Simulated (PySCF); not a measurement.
C₆H₆N₂Si.
Geometry (GFN2-xTB, Å), atoms numbered from 1 in this order:
```xyz
15
C6H6N2Si angstrom
C      2.9808    0.4900    0.5001
C      1.6147    0.1952    0.1375
C      0.4767   -0.0442   -0.1544
C     -0.8907   -0.3504   -0.5384
Si    -2.1218    0.2856    0.8399
C     -1.0629   -1.7722   -0.6753
N     -1.2065   -2.9038   -0.7531
C     -1.2191    0.3073   -1.7752
N     -1.4882    0.8565   -2.7412
H      3.2035    0.0746    1.4825
H      3.1338    1.5685    0.5265
H      3.6600    0.0538   -0.2319
H     -3.4657   -0.0581    0.3875
H     -1.7265   -0.4194    2.0552
H     -1.8924    1.7248    0.9184
```

Method used: PySCF 2.14.0, density-fitted response routines, TDDFT CAM-B3LYP/def2-SVPD, vertical, gas phase, core orbitals frozen in the response.

Task: List the vertical singlet excitations with oscillator strengths and describe the spectrum.

Result: 

```
state  E (eV)  ν̃ (cm⁻¹)       f  |μ| (D)     main configurations (H = HOMO, L = LUMO)
   S1    6.33      51050  0.0005     0.15                     H→L+3 (68%), H→L+5 (17%)
   S2    6.68      53850   0.021     0.91     H-1→L+3 (29%), H→L+2 (26%), H-1→L+5 (9%)
   S3    6.83      55070  0.0019     0.27  H-1→L+2 (28%), H-1→L+6 (19%), H-1→L+7 (15%)
   S4    6.94      55940  0.0078     0.54                       H→L (77%), H→L+1 (13%)
   S5    7.11      57330  0.0093     0.59      H→L+2 (33%), H-2→L+2 (23%), H→L+6 (13%)
   S6    7.33      59130  0.0055     0.45                   H-1→L (66%), H-1→L+1 (19%)
   S7    7.51      60590   0.089     1.77                     H→L+1 (55%), H→L+6 (16%)
   S8    7.54      60830  0.0011     0.20   H-1→L+2 (32%), H-1→L+1 (20%), H-4→L+2 (9%)
```

Triplets (Tamm–Dancoff): T1 5.43 eV, H-1→L+3 (29%), H→L+6 (12%), H-1→L+5 (11%); T2 5.84 eV, H→L+3 (50%), H→L+5 (16%); T3 5.88 eV, H-1→L+3 (32%), H→L+2 (11%), H→L+6 (10%).

The lowest singlet lies at 6.33 eV (196 nm, vacuum ultraviolet) and is very weak; its leading configuration is HOMO→LUMO+3 (68%). The strongest level in the table is S7 at 7.51 eV (165 nm, f = 0.089). Löwdin shares by element: HOMO carbon 79% or more (atoms not listed hold the other 21%); LUMO silicon 37%, hydrogen 28% or more (atoms not listed hold the other 35%). Weighted by f, the mean energy of these states is 7.30 eV. The listed states span 1.21 eV, and the widest gap between neighbours is 0.35 eV (S1 to S2). Of the 8 states listed, 2 reach f = 0.01 and none stays under 0.0005. Singlets were solved by full linear response, triplets in the Tamm–Dancoff approximation.

Time: 77 s wall; peak memory 1.0 GiB. Hardware: Arm Neoverse V1, one thread (shared host).
